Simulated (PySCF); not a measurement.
Predicted microwave data (PBE0/pcSseg-1 in PySCF (dipole) on a GFN2-xTB geometry, gas phase) for one isomer of C6H11O2PS:

- Rotational constants: A = 1124, B = 851.1, C = 732.5 MHz
- Dipole components: |μa| = 1.28 D, |μb| = 0.22 D, |μc| = 1.53 D
- Inertial defect: -353.71 u·Å²
- κ: -0.39

**Question.** Which candidate fits, each taken in the one conformer that was computed?
A. `[O:1]=[C:2]1[CH2:3][CH2:4][P:5](=[S:6])([CH2:7][OH:8])[CH2:9][CH2:10]1` with C4–P5–C7–O8 177°, P5–C7–O8–H 54°, O1–C2–C3–C4 115°, C2–C3–C4–P5 62°, C3–C4–P5–S6 66°, C4–P5–C9–C10 59°
B. `[CH3:1][C:2](=[O:3])[P@@:4](=[S:5])([CH2:6][OH:7])[CH:8]1[CH2:9][CH2:10]1` with C1–C2–P4–S5 -38°, C2–P4–C6–O7 -172°, P4–C6–O7–H 51°, C2–P4–C8–C9 -175°

**Answer.** B. It is CC(=O)[P@@](=S)(CO)C1CC1, an asymmetric top, point group C1. The candidates at the same level (rigid rotor, commonest isotopes):

| SMILES | A (MHz) | B (MHz) | C (MHz) | μa (D) | μb (D) | μc (D) | Δ (u·Å²) | point group | rotor |
| --- | --- | --- | --- | --- | --- | --- | --- | --- | --- |
| CC(=O)[P@@](=S)(CO)C1CC1 | 1124 | 851.1 | 732.5 | 1.28 | 0.22 | 1.53 | -353.71 | C1 | asymmetric top |
| O=C1CCP(=S)(CO)CC1 | 1704 | 665.0 | 621.1 | 0.41 | 1.36 | 1.78 | -242.85 | C1 | near-prolate asymmetric top |

`O=C1CCP(=S)(CO)CC1` has A 52 % too high. No structure here is proved a minimum.
